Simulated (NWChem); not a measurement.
C2H4F2Si; SMILES F/C=C(/F)[SiH3]

```xyz
9

F      0.7571    -1.8767     0.0000
C     -0.4512    -1.3186     0.0000
C     -0.5702     0.0107     0.0000
F     -1.8089     0.5290     0.0000
Si     0.8916     1.2140     0.0000
H     -1.2831    -2.0290     0.0000
H      1.7327     1.0053     1.2142
H      0.3238     2.5915     0.0000
H      1.7327     1.0053    -1.2142
```
Atoms are numbered in this order, from 1.

This is a stationary point of PBE0/def2-SVP (NWChem), point group Cs. 

Q: Is it a minimum? If not, what does it relax to?

A: No. It has an imaginary frequency of 61i cm⁻¹. Following that mode (on a finer grid) lowers the energy by 0.5 kcal/mol and ends, with real frequencies alone, at point group Cs:
```xyz
9

F      0.6272    -1.8772     0.6844
C     -0.4588    -1.3124     0.1725
C     -0.4825    -0.0222    -0.1729
F     -1.6361     0.4509    -0.6835
Si     0.9128     1.2381    -0.0345
H     -1.3137    -1.9871     0.0622
H      2.1181     0.5819     0.5409
H      0.4611     2.3599     0.8395
H      1.2099     1.7761    -1.3943
```
